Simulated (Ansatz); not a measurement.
`[CH3][Ga]([Cl])[C]#N` + `[CH3][AlH][SH]` → `[CH3][AlH][S]C` + `N#[C][GaH][Cl]` at 600 K and 1 bar (substitution at a C–Ga bond).

Isolated molecules relaxed with PBE0-D4/def2-TZVP in Ansatz; ΔE leaves out vibrations. CCSD(T)/CBS adds triple-zeta CCSD(T) − MP2 to the extrapolated MP2 energy (def2 sets, frozen cores). This one scheme is used for every species. For Ga outer-core shells are correlated without core-valence functions, which leaves a few kJ/mol of doubt a bond. Scalar relativity is left out up to krypton. One conformer a species, not always the lowest.

```csv
species,CCSD(T)/CBS energy (Eh),H − E (kJ/mol),S (J/(mol·K))
`[CH3][Ga]([Cl])[C]#N`,-2516.38895,176.4,459.3
`[CH3][AlH][SH]`,-680.89694,186.2,392.5
`[CH3][AlH][S]C`,-720.14936,277.8,455.5
`N#[C][GaH][Cl]`,-2477.10934,84.2,380.5
```

H − E and S are ideal-gas, rigid-rotor, harmonic terms from PBE0-D4/def2-TZVP, for one conformer and one mirror image of each species. 1 Eh = 2625.50 kJ/mol, R = 8.31446 J/(mol·K).

Question: By hand: ΔE, ΔH, ΔS and ΔG.

Answer: ΔE = (-720.14936) + (-2477.10934) − (-2516.38895) − (-680.89694) = 0.02719 Eh = 71.4 kJ/mol. Δ(H − E) = 277.8 + 84.2 − 176.4 − 186.2 = -0.6, so ΔH = 70.8 kJ/mol. ΔS = 455.5 + 380.5 − 459.3 − 392.5 = -15.8 J/(mol·K). ΔG = 70.8 − 600 × (-15.8)/1000 = 80.3 kJ/mol.

Question: By hand: the equilibrium constant, and the temperature at which ΔG would vanish if ΔH and ΔS stayed fixed.

Answer: log₁₀ K = −ΔG/(RT ln 10) = -7.0. ΔH and −TΔS have one sign here, so there is no such temperature.

ΔH outweighs TΔS. A doubt of 5 kJ/mol in ΔE shifts log₁₀ K by 0.4 here. Other conformers and mirror images would add mixing entropy, several J/(mol·K) or more a flexible species. Modes under 60 cm⁻¹, often nearly free rotors, make the harmonic entropy too high. These are equilibria of isolated gas molecules and say nothing of rates. Largest T1 diagnostic: 0.013 (customary marks: 0.02 for closed shells, 0.045 for open ones).
